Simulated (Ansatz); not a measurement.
A nudged elastic band was laid between two geometries of CH$_{4}$AlFN$_{2}$ (9 atoms, charge 0, multiplicity 1).

Theory: Ansatz, RKS PBE-D4/6-31G*.

```
movable images  : 7
climbing image  : yes
spring          : 5.0 eV/Å²
optimiser       : quadratic models (default)
start path      : through a guess of the saddle point
force threshold : 0.05 eV/Å
iteration limit : 60
end points      : relaxed
```

Initial state:

```xyz
9
Properties=species:S:1:pos:R:3
N 0.855 -0.655 1.638
C 1.199 0.034 0.612
N 0.428 0.417 -0.500
Al -1.311 0.042 -0.851
F -2.122 -0.871 0.288
H -0.140 -0.939 1.577
H 2.241 0.395 0.567
H 0.959 0.974 -1.176
H -2.020 0.557 -2.173
```

Final state:

```xyz
9
Properties=species:S:1:pos:R:3
N 0.670 -0.883 1.917
C 1.777 -0.757 2.327
N 0.567 0.750 -1.003
Al -1.115 0.188 -0.991
F -1.577 -0.722 0.368
H -0.265 -0.944 1.496
H 1.248 0.559 -0.266
H 0.981 1.305 -1.750
H -2.198 0.457 -2.116
```

**Question.** What changes between the two ends?

**Answer.** Bonds broken: C2–N3, C2–H7. Bonds formed: N3–H7. CH4AlFN2 becomes AlFH3N + HCN (or HNC).

**Question.** What energy profile does the band end with?

**Answer.** The forces met the threshold. The highest image is number 4 of 0 to 8, 3.42 eV above the first end and 2.14 eV above the last; the last end lies 1.29 eV above the first. Neighbouring images differ by up to 3.0 eV, so the band resolves the path poorly. A vibrational analysis at the climbing image gives one clearly imaginary mode, 1391i cm⁻¹: a first-order saddle point. The orbitals stay closed-shell, which can raise the energy where a bond breaks towards radicals; this wasn't checked here.

```
image  path coordinate (Å)  energy (eV)  C2–N3 (Å)  C2–H7 (Å)  N3–H7 (Å)
    0                 0.00         0.00       1.41       1.10       2.10
    1                 0.83         0.06       1.41       1.10       2.10
    2                 1.65         0.20       1.41       1.10       2.12
    3                 2.48         0.45       1.45       1.09       2.06
    4                 3.30         3.42       2.02       1.17       1.48
    5                 4.35         1.66       2.92       2.05       1.03
    6                 5.41         1.54       3.15       2.25       1.02
    7                 6.47         1.43       3.33       2.44       1.02
    8                 7.52         1.29       3.85       2.96       1.02
```

**Question.** What is the geometry of the highest image?

**Answer.** 
```xyz
9
Properties=species:S:1:pos:R:3
N 1.229 -1.032 1.777
C 1.244 0.057 1.230
N 0.387 0.310 -0.577
Al -1.356 0.391 -0.967
F -2.414 0.370 0.329
H 0.822 -1.869 1.342
H 1.034 0.991 0.565
H 1.129 0.250 -1.285
H -1.987 0.485 -2.431
```

The run took 2.9 min on 2 threads of Intel(R) Xeon(R) 6975P-C (Granite Rapids), with other jobs on the host, peak memory 0.18 GiB.
